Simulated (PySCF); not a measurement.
Species: CH7N3OSi2.
Cartesian coordinates in Å at the GFN2-xTB level; atoms count from 1:
```xyz
14
CH7N3OSi2 angstrom
N      1.8799   -0.5408    0.9835
Si     0.7685   -0.6756   -0.3135
N      0.6819    0.7178   -1.3695
Si    -0.8626    1.3187   -0.8681
N     -0.8059   -0.0637    0.2146
C     -1.5292   -0.5238    1.2253
O     -1.2172   -1.4690    1.9171
H      2.8242   -0.8686    0.8619
H      1.5229   -0.8364    1.8803
H      0.6567   -1.9276   -1.0506
H      1.3287    1.0642   -2.0532
H     -1.9286    1.1753   -1.8530
H     -0.8507    2.5880   -0.1523
H     -2.4691    0.0409    1.3954
```

Computed, not measured: TDDFT PBE0/def2-SVPD, vertical, gas phase, core orbitals frozen in the response (PySCF 2.14.0, density-fitted response routines).

Ground-to-excited transition dipoles (e·a0, same axes as the geometry; the sign carries no meaning), for the states with f of 0.002 or more among the lowest 6:

```tsv
state	E (hartree)	μx	μy	μz
S2	0.2048	0.122	0.084	0.241
S3	0.2176	-0.054	0.011	-0.113
S4	0.2227	-0.115	-0.009	0.067
S5	0.2255	0.072	-0.282	0.078
S6	0.2457	0.176	0.325	-0.405
```

(1) What oscillator strength does each state have?

(2) Which bond between heavy atoms lies closest to the direction of the S6 transition dipole?

(3) What angle do the transition dipoles of S2 and S5 make?

(4) What peak molar absorption coefficient would the strongest computed level give as a lone Gaussian band 0.3 eV wide at half height?

Results:

(1) f = (2/3) ΔE |μ|² with ΔE in hartree (27.2114 eV).

```
state  |μ|² (au)  |μ| (D)      f
   S2      0.080     0.72  0.011
   S3      0.016     0.32  0.002
   S4      0.018     0.34  0.003
   S5      0.091     0.76  0.014
   S6      0.300     1.39  0.049
```

(2) N5–C6, at 19° from it; next Si4–N5 at 24°.

(3) |cos θ| = |μa·μb| / (|μa| |μb|) = 0.05, so θ ≈ 87° (taken between 0 and 90°, since the signs are arbitrary).

(4) ε(max) = 2.175×10⁸ f / FWHM, with the width in cm⁻¹. S6: 2.175×10⁸ × 0.0492 / 2420 ≈ 4400 L mol⁻¹ cm⁻¹.

Time: 31 s; peak memory 0.87 GiB. Hardware: Arm Neoverse V2, one thread, shared host with 96 logical CPUs at a one-minute load of 68.

One conformer stands for the species.
